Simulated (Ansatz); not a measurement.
Relaxation of CH₇FSiSn (11 atoms, charge 0, multiplicity 1), to a largest force component of 0.015 eV/Å in at most 40 steps.

Level of theory: RKS B3LYP/def2-SVP in Ansatz 0.2.0.

```xyz
11
Properties=species:S:1:pos:R:3
C -0.832 1.464 0.253
Si -0.210 -0.091 0.931
Sn 1.392 0.448 2.783
F 2.827 1.485 2.192
H -1.589 1.277 -0.599
H -1.407 2.082 1.042
H -0.017 2.126 -0.146
H 0.465 -0.850 -0.069
H -1.383 -0.896 1.440
H 0.518 1.327 4.039
H 1.974 -1.076 3.477
```

**Question.** Where does it end, and by what steps?

**Answer.** The forces met the threshold. The force dipped under the threshold on the way, but the program's further checks kept it going. After 17 steps the energy has fallen by 0.502 eV; H11 moved furthest, 0.44 Å.

| step | energy less start (eV) | largest force component (eV/Å) | accepted |
| --- | --- | --- | --- |
| 0 | 0.0000 | 2.455 | yes |
| 1 | -0.4321 | 1.088 | yes |
| 2 | -0.4883 | 0.456 | yes |
| 3 | -0.4964 | 0.114 | yes |
| 4 | -0.4962 | 0.092 | no |
| 5 | -0.4986 | 0.017 | yes |
| 6 | -0.4991 | 0.031 | yes |
| 7 | -0.4995 | 0.011 | yes |
| 8 | -0.5000 | 0.057 | yes |
| 9 | -0.5002 | 0.067 | yes |
| 10 | -0.5007 | 0.051 | yes |
| 11 | -0.5010 | 0.033 | yes |
| 12 | -0.5011 | 0.038 | yes |
| 13 | -0.5013 | 0.035 | yes |
| 14 | -0.5014 | 0.027 | yes |
| 15 | -0.5015 | 0.017 | yes |
| 16 | -0.5015 | 0.015 | yes |
| 17 | -0.5015 | 0.010 | yes |

```xyz
11
Properties=species:S:1:pos:R:3
C -0.809 1.523 0.154
Si -0.349 -0.120 0.963
Sn 1.307 0.328 2.912
F 2.488 1.714 2.169
H -1.429 1.357 -0.741
H -1.373 2.162 0.851
H 0.101 2.066 -0.145
H 0.324 -1.031 -0.008
H -1.551 -0.825 1.504
H 0.646 1.067 4.325
H 2.381 -0.947 3.359
```

Whether the end is a true minimum wasn't checked by a vibrational analysis.

The run took 51 s on 2 threads of Arm Neoverse V2, on a shared host, peak memory 0.25 GiB.
